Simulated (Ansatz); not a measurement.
TaO3, SMILES [O]=[Ta](=[O])=[O] (connectivity only; charge and spin as stated), neutral, multiplicity 2. Atoms are numbered in the order given.

```xyz
4

Ta     0.0001     0.0579     0.2506
O      1.4276     0.8173    -0.4414
O     -0.0016    -1.6950    -0.4681
O     -1.4262     0.8198    -0.4409
```
Charge 0, spin multiplicity 2.

The structure is a stationary point at B3LYP-D3(BJ)/def2-TZVP. The multiplicity is an assumed one; other spin states were not compared. The def2 effective core potentials stand for the cores of Ta; spin–orbit coupling is left out.

Two levels are set side by side: PBE-D3(BJ)/def2-TZVP (Ansatz, a quantum-chemistry and plane-wave program) and B3LYP-D3(BJ)/def2-TZVP (Ansatz). Each level has its own optimised geometry; the coordinates shown are those of the second. Differences are taken from unrounded values.

```
quantity              B3LYP-D3(BJ)  PBE-D3(BJ)  PBE-D3(BJ) minus B3LYP-D3(BJ)
--------------------  ------------  ----------  -----------------------------
mean bond length (Å)         1.804       1.803                         -0.001
bond Ta1–O2 (Å)              1.759       1.803                          0.044
bond Ta1–O3 (Å)              1.895       1.803                         -0.092
bond Ta1–O4 (Å)              1.759       1.803                          0.044
```
